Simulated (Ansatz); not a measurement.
One change: `BO[SiH3]` becomes `[SiH3][O][InH2]`.

Ansatz, PBE0-D4/def2-TZVP geometries, multiplicity 1. 

Elements past krypton have def2 core potentials.

```json
{"property": "HOMO–LUMO gap (PBE/def2-TZVPP) / eV", "`BO[SiH3]`": "5.35"}
{"property": "HOMO energy (PBE0/def2-TZVPP) / eV", "`BO[SiH3]`": "-8.49"}
{"property": "HOMO–LUMO gap (PBE0/def2-TZVPP) / eV", "`BO[SiH3]`": "7.84"}
{"property": "LUMO energy (PBE0/def2-TZVPP) / eV", "`BO[SiH3]`": "-0.65"}
{"property": "size of the dipole moment (ωB97M-V/def2-TZVPP) / D", "`BO[SiH3]`": "0.98"}
{"property": "HOMO energy (PBE/def2-TZVPP) / eV", "`BO[SiH3]`": "-7.03"}
```

Q: What does the change do to each property? (An estimate is asked.)

A: Computed: 
```json
{"property": "HOMO–LUMO gap (PBE/def2-TZVPP) / eV", "`[SiH3][O][InH2]`": "4.15", "shift": "-1.20"}
{"property": "HOMO energy (PBE0/def2-TZVPP) / eV", "`[SiH3][O][InH2]`": "-8.05", "shift": "0.44"}
{"property": "HOMO–LUMO gap (PBE0/def2-TZVPP) / eV", "`[SiH3][O][InH2]`": "6.26", "shift": "-1.58"}
{"property": "LUMO energy (PBE0/def2-TZVPP) / eV", "`[SiH3][O][InH2]`": "-1.79", "shift": "-1.14"}
{"property": "size of the dipole moment (ωB97M-V/def2-TZVPP) / D", "`[SiH3][O][InH2]`": "2.71", "shift": "1.73"}
{"property": "HOMO energy (PBE/def2-TZVPP) / eV", "`[SiH3][O][InH2]`": "-6.67", "shift": "0.36"}
```

With PBE0 the HOMO rises by 0.44 eV and the LUMO falls by 1.14 eV, so the gap narrows by about 1.58 eV. PBE moves the HOMO by 0.36 eV and ωB97M-V by 0.52 eV. Dipoles are sizes alone; their direction can turn.
